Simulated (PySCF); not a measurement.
Cu²⁺: interval between two levels

Cu²⁺ [Ar] 3d9 [2D5/2, M_J = 5/2] → Cu²⁺ [Ar] 3d8 4s1 [4F9/2, M_J = 9/2], as a difference of total energies. Calculation: PySCF 2.14, in x2c-TZVPall-2c with one added diffuse shell each of s, p, d type (7s8p5d1f, 63 functions); the two-component X2C-1e Hamiltonian. Correlated levels: [Ne] frozen; the 6 highest virtual spinors dropped. "Screened" scales the spin-orbit matrix elements by Boettger's factors to mimic the two-electron term; Breit and QED terms are absent.

| method | interval between two levels (cm⁻¹) |
| --- | --- |
| GHF (spin-free) | 50448 |
| GMP2 (spin-free) | 67306 |
| GHF (screened spin-orbit) | 49880 |
| GMP2 (screened spin-orbit) | 66733 |

The labels give the starting determinants; with spin-orbit coupling the two ends relaxed to ⟨J²⟩ = 8.75, ⟨L²⟩ = 6.00, ⟨S²⟩ = 0.75 and ⟨J²⟩ = 24.75, ⟨L²⟩ = 12.01, ⟨S²⟩ = 3.75.
